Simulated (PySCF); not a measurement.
C₅H₉PS.
Z-matrix (Å and degrees, GFN2-xTB geometry), rows numbered from 1:
```
C 
C   1  1.4870
C   2  1.3296  1  128.89
C   3  1.5000  2  118.35  1  -179.91
C   4  1.5333  3  108.35  2    15.44
P   2  1.8221  1  120.47  3  -176.92
S   6  1.9294  2  119.54  1    42.84
H   1  1.0908  2  109.30  3   129.02
H   1  1.0909  2  110.15  3  -113.17
H   1  1.0876  2  111.40  3     7.94
H   3  1.0801  2  123.10  1     2.05
H   4  1.0941  3  108.89  2  -104.96
H   4  1.0921  3  110.58  2   137.45
H   5  1.0950  4  111.03  3    95.20
H   5  1.0908  4  113.26  3  -143.20
H   6  1.4048  2  103.24  1   -86.45
```

The closed-shell ground state was solved at several levels (PySCF, density fitting, gas phase, non-relativistic).

```
         level  basis functions  total energy (Eh)  HOMO (eV)  LUMO (eV)  gap (eV)  dipole (D)
 PBE0/pcSseg-1              178          -934.9399      -6.50      -0.52      5.98        4.87
PBE0/def2-SVPD              223          -934.6470      -6.52      -0.60      5.92        4.96
```

Task: What might B3LYP/def2-SVPD (223 basis functions) give for the same quantities?

Result: Total energy -935.1801 Eh, HOMO -6.27 eV, LUMO -0.80 eV, gap 5.47 eV, dipole 4.89 D.

Task: Over all these levels, which gives the widest orbital gap and which the narrowest?

Result: PBE0/pcSseg-1 (global hybrid, 25 % exact exchange) has the widest, 5.98 eV, and B3LYP/def2-SVPD (global hybrid, 20 % exact exchange) the narrowest, 5.47 eV. Functional and basis both differ between the two, so the spread mixes both effects.

Task: How far do the dipole and the HOMO energy spread over the levels?

Result: The dipole runs from 4.87 to 4.96 D (mean 4.91 D) and the HOMO from -6.52 to -6.27 eV.

One conformer stands for the species.
